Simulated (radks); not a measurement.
Values are calculated unless marked as measured or tabulated.
Numerical settings for neutral nickel, [Ar] 3d8 4s2. Code: a radial shooting solver on a logarithmic mesh with Libxc functionals. Model: scalar-relativistic Kohn-Sham, PBE, spin-polarised, spherical densities, finite nucleus; open shells are filled with parallel spins first; Fermi nuclear charge, rms radius 3.7757 fm. The defaults (mesh step 0.008 in ln r, mesh end at 40 bohr or more with all orbitals vanishing there, Anderson mixing 0.5 over 9 steps, residual threshold near 1e-9 with the energy settled to 1e-9 hartree or 1e-11 of itself, here a cap of 98 iterations) give E = -1520.5676 hartree and 4s at -5.462 eV in 19 iterations. Times are rough (one thread of a shared host). Changes against that run (0 stands for a change within the tolerance of the run):

setting                    iterations         converged  E (mhartree)  e(4s) (meV)  CPU (s)
mesh step in ln r 0.02             16               yes             0            0     0.08
mesh step in ln r 0.05             14               yes      +0.00729            0     0.04
mesh step in ln r 0.012            17               yes             0            0     0.13
mesh end (bohr) 3                  19  level above zero     +1.18e+03    +1.89e+04     0.16
mesh end (bohr) 2                  17  level above zero     +7.18e+03    +8.47e+04     0.14
residual threshold 0.1             11               yes             0        -0.24     0.14
residual threshold 1e-05           13               yes             0      -0.0457     0.16
mixing 0.01                        26                no      diverged            -     0.46
linear mixing, mixing 0.5          87                no      diverged            -     0.58
linear mixing, mixing 0.8          27                no      diverged            -      0.6
mixing history 20                  25               yes             0            0     0.26
iteration cap 3                     3                no         +5.62         -369     0.05

Settled on a wrong energy, with an occupied level pushed above zero by the early mesh end: mesh end (bohr) 3 (+1.18 hartree); mesh end (bohr) 2 (+7.18 hartree). Apart from these: no run marked as converged misses the energy by more than 1 mhartree. A mesh that ends early acts as a hard wall.
